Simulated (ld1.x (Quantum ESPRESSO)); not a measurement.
# Which change was made? (Hf, ultrasoft)

ld1.x (Quantum ESPRESSO) 7.5 input, shortened:

```
&input
   title='Hf', zed=72., rel=1, dft='PBE', iswitch=3,
   config='[Xe] 4f14 5d2 6s2 6p0'
 /
 &inputp
   pseudotype=3, tm=.true., lloc=-2, rcloc=2.05,
   nlcc=.true., rcore=2.10,
   which_augfun='PSQ', rmatch_augfun_nc=.true.
 /
6
6S  1  0   2.00   0.00  2.25  2.75  0.0
6S  1  0   0.00   1.20  2.25  2.75  0.0
6P  2  1   0.00   0.00  3.40  4.05  0.0
6P  2  1   0.00   3.10  3.40  4.05  0.0
5D  3  2   2.00   0.00  2.40  2.85  0.0
5D  3  2   0.00   0.10  2.40  2.85  0.0
 &test
   configts(1)='5d2 6s2 6p0'
 /
```

Cutoffs, loose and tight: the cutoffs (Ry, on a coarse ladder) from which the occupation-weighted sum of valence levels, in a spherical-Bessel basis at the reference potential, stays within 10 and 1 mRy of its value at 400 Ry. They do not see the model core or the augmentation charge, which bear on the density cutoff. Test errors are all-electron minus pseudo excitation energies from the reference, over the configurations 5d2 6s1 6p0; 5d2 6s0 6p0; 5d1 6s0 6p0; 5d2 6s1 6p1; 5d1 6s2 6p0; 5d2.5 6s1.5 6p0; 5d3 6s0 6p0; variants that change the core or the reference have their own tests. The largest error is taken over the tests solved by every variant that gives reliable tests at all, those not shown here included: 5d1 6s0 6p0; 5d1 6s2 6p0; 5d2 6s0 6p0; 5d2 6s1 6p0; 5d2 6s1 6p1.

The base gives: outcome: generated; cutoff, loose: 10 Ry; cutoff, tight: 12 Ry; bound ghosts: none; largest test error (meV): -259.

After one change the result is: outcome: generated; cutoff, loose: 10 Ry; cutoff, tight: 12 Ry; bound ghosts: p; largest test error (meV): -259. Which change was it?
A. waves 5d (bound): rcut 2.40, rcutus 3.94 bohr; 5d channel at 0.1 Ry: rcut 2.40, rcutus 3.94 bohr
B. type TM; waves now 6s (bound): rc 2.75 bohr; 6p (bound): rc 4.05 bohr; 5d (bound): rc 2.85 bohr; local potential the d channel
C. waves 6p (bound): rcut 3.40, rcutus 5.42 bohr; 6p channel at 3.1 Ry: rcut 3.40, rcutus 5.42 bohr

C. The others give: type TM; waves now 6s (bound): rc 2.75 bohr; 6p (bound): rc 4.05 bohr; 5d (bound): rc 2.85 bohr; local potential the d channel → outcome: generated; cutoff, loose: 18 Ry; cutoff, tight: 25 Ry; bound ghosts: s; largest test error (meV): -217 | waves 5d (bound): rcut 2.40, rcutus 3.94 bohr; 5d channel at 0.1 Ry: rcut 2.40, rcutus 3.94 bohr → outcome: generated; cutoff, loose: 6 Ry; cutoff, tight: 8 Ry; bound ghosts: none; largest test error (meV): -175.
